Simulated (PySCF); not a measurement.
**Structure from NMR data**

Molecular formula: C5H11NOSi. Simulated spectra:

¹H NMR (400 MHz, computed): δ 4.91 (m, 1H), 4.71 (m, 1H), 4.02 (br, 1H), 3.47 (m, 1H), 3.12 (d, 3H), 2.33 (m, 1H), 2.21 (m, 1H), 1.50 (m, 1H), 1.38 (m, 1H).

¹³C{¹H} NMR (computed): δ 174.9 (C), 34.4 (CH), 26.5 (CH3), 23.1 (CH2), 7.0 (CH2).

No relativistic terms, fast rotation and ring inversion assumed for equivalent nuclei, one computed conformer, in vacuum. NMR shieldings at PBE0/pcSseg-1/GIAO; GFN2-xTB geometry; PySCF 2.14.

Scale: ¹H (31.72 ppm), ¹³C (186.93 ppm) vs TMS (reference shieldings calculated alike).

Choose the structure that fits.
A. CC(=O)NC1C[SiH2]C1
B. CNC(=O)[C@H]1CC[SiH2]1
C. CC(C)(C)O[SiH2]C#N

Results:

B. 

- The formula gives 2 degrees of unsaturation (1 ring in the answer).
- 5 carbon signals for 5 carbons: no two carbons are equivalent.
- Carbon types of the structure: 1 × C, 1 × CH, 2 × CH2, 1 × CH3, leaving 3 H on heteroatoms.
- δC 174.9: amide carbonyl carbon; it is a carbonyl in resonance with an O or N lone pair, the region of acids, esters and amides.
- δC 34.4: sp3 CH bonded to Si, α to a carbonyl; the adjacent C=O deshields it moderately.
- δC 26.5: methyl carbon bonded to N; the inductive effect lowers its shielding.
- δH 4.02: hydrogen on an amide-type nitrogen; exchangeable, gas-phase position.
- δH 3.12: hydrogen on a methyl carbon bonded to N; its carbon carries N, an electronegative neighbour.

The others: CC(=O)NC1C[SiH2]C1 would give 4 carbon signals, not 5; CC(C)(C)O[SiH2]C#N would give 3 carbon signals, not 5.

OH/NH shifts are gas-phase values; hydrogen bonding in solution moves them, usually downfield. Amide-type NH protons are broadened by 14N but still split neighbouring CH signals. Shifts are as computed. Against solution values, carbons near 30 ppm lie about +3 ppm off and those near 130 ppm about +5 ppm. Of 1211 compounds with measured shifts, 218 miss one by over three times the rms of a fit or turn the order of signals round; such compounds aren't used in these exercises. The C=O carbon of an acid or of an amide with N–H lies up to 10 ppm further downfield in solution, through hydrogen bonding that the calculation lacks. No couplings were computed; multiplicities are counted from neighbouring protons, with m where these are inequivalent, close in shift, in a saturated or five-membered ring or joined by F or P, and br s for small geminal =CH2 splittings.
